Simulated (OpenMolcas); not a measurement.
Al II: CASPT2 settings compared

```json
{"Program": "OpenMolcas 26.06", "Basis": "ANO-RCC-VDZ [4s3p]", "Scalar Hamiltonian": "DKH3, point nucleus", "Active space": "2 electrons in 4 orbitals (3s 3p)", "State averaging": "2S+1 = 1 even, 7 roots; 2S+1 = 3 even, 3 roots kept (CI in the orbitals of an earlier block); 2S+1 = 1 odd, 3 roots; 2S+1 = 3 odd, 3 roots kept (CI in the orbitals of an earlier block)", "Spin-orbit coupling": "RASSI with atomic mean-field integrals over the reference wave functions, term energies averaged over their components"}
```

Methods on the same reference wave functions:
A. CASSCF
B. SS-CASPT2, IPEA 0.2 Eh, imaginary shift 0.25 Eh (closed shells correlated: 2s 2p)
C. SS-CASPT2, IPEA 0.35 Eh, no level shift (closed shells correlated: 2s 2p)
D. SS-CASPT2, IPEA 0.1 Eh, sigma1 regulariser 0.4 Eh (closed shells correlated: 2s 2p)
E. MS-CASPT2, IPEA 0.35 Eh, no level shift (closed shells correlated: 2s 2p)
F. MS-CASPT2, IPEA 0.2 Eh, imaginary shift 0.25 Eh (closed shells correlated: 2s 2p)

Energies in cm⁻¹ above 3s² ¹S₀, the measured ground level; measured values from NIST Handbook of Basic Atomic Spectroscopic Data.

| Level | A | B | C | D | E | F | Measured |
| --- | --- | --- | --- | --- | --- | --- | --- |
| 3s² ¹S₀ | 0.0 | 0.0 | 0.0 | 0.0 | 0.0 | 0.0 | 0.0 |
| 3s 3p ³P°₀ | 37483 | 37130 | 37170 | 37110 | 37170 | 37140 | 37393 |
| 3s 3p ³P°₁ | 37516 | 37170 | 37200 | 37140 | 37210 | 37170 | 37454 |
| 3s 3p ³P°₂ | 37581 | 37230 | 37270 | 37210 | 37270 | 37240 | 37578 |
| 3s 3p ¹P°₁ | 66422 | 66720 | 66720 | 66710 | 66730 | 66720 | 59852 |
| 3p² ³P₀ | 94101 | 94540 | 94540 | 94540 | 94540 | 94540 | 94085 |
| 3p² ³P₁ | 94151 | 94590 | 94590 | 94590 | 94590 | 94590 | 94147 |
| 3p² ³P₂ | 94249 | 94690 | 94690 | 94680 | 94690 | 94690 | 94269 |
| 3p² ¹D₂ | 102053 | 102410 | 102420 | 102410 | 102420 | 102410 | 85481 |
| 3p² ¹S₀ | 120036 | 119530 | 119560 | 119510 | 119570 | 119540 | 111637 |

Deviations, from unrounded energies. A percentage is the sum of absolute deviations over the sum of measured energies, with the sign that they share, or ± where signs differ.

| Against measurement | Levels | A | B | C | D | E | F |
| --- | --- | --- | --- | --- | --- | --- | --- |
| mean absolute deviation (cm-1) | 9 | 3500 | 3800 | 3800 | 3800 | 3800 | 3800 |
| other configurations (%) | 9 | ±4.9 | ±5.2 | ±5.2 | ±5.2 | ±5.2 | ±5.2 |

A lies closest to measurement on these levels and D furthest from it. The largest miss of A in the table is 3p² ¹D₂, by +17000 cm-1. The ranking rests on the paired levels alone, and a cruder setting can come out closer through cancelling errors.

Among B to F the level of the table that moves most is 3s 3p ³P°₂, by 65 cm-1 (lowest in D, highest in E). Moves below CASPT2's spread within the term are not significant.

The mean deviations of B to F differ by less than CASPT2's widest spread within a term (13 cm-1), so their order carries little weight.

The lowest spin-free term lies below A's lowest term by 0.035 hartree in B, 0.035 hartree in C, 0.035 hartree in D, 0.035 hartree in E, 0.035 hartree in F.

CASPT2 breaks the degeneracy within a term, and the mean is taken; among the terms shown or strongly mixed into the levels shown the widest spread is 13 cm-1 (3p² ¹D, E). Terms from blocks run as CI alone lack orbitals of their own. The ¹D term of p² mixes with s d, which this space lacks. Without dynamic correlation excited terms often stand tens of per cent too high (terms of higher spin than the ground term too low), and those without a measured partner can miss by more than the paired ones (holds for A). Computed and measured levels are paired by configuration, term and J; levels that our copy of the source lacks, or whose pairing is in doubt (as where it misses far off the trend of its configuration), stay unpaired and out of the deviations. Levels of configurations outside the active space are missing.

° marks odd parity.
